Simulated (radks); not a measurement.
Charge is removed step by step from the 2p level of the tin ion Sn3+, starting from [Kr] 4d10 5s1. Method: scalar-relativistic Kohn-Sham, PBEsol, spin-unpolarised, spherical densities, point nucleus; computed with a radial shooting solver on a logarithmic mesh with Libxc functionals.

| removed (e) | E - E(0) (eV) | eigenvalue (eV) | E minus straight line (eV) |
|---|---|---|---|
| 0 | 0.000 | -3960.6 | 0.000 |
| 0.1 | 396.38 | -3974.9 | -6.474 |
| 0.2 | 794.18 | -3989.2 | -11.519 |
| 0.3 | 1193.4 | -4003.5 | -15.132 |
| 0.4 | 1594.1 | -4017.9 | -17.309 |
| 0.5 | 1996.2 | -4032.3 | -18.045 |
| 0.6 | 2399.8 | -4046.8 | -17.338 |
| 0.7 | 2804.8 | -4061.3 | -15.184 |
| 0.8 | 3211.2 | -4075.8 | -11.578 |
| 0.9 | 3619.1 | -4090.4 | -6.518 |
| 1 | 4028.5 | -4105.0 | 0.000 |

Removing the whole electron costs 4028.5 eV by Delta-SCF, against 3960.6 eV from minus the eigenvalue at the starting occupation. Slater's transition state (half an electron removed) gives 4032.3 eV. Integrating minus the eigenvalue over the occupation (Janak's theorem) gives 4032.5 eV. In this scalar-relativistic scheme the density is built from large components alone, so the theorem holds only approximately. The mean slope of the eigenvalue, de/dn, is 144 eV per electron.
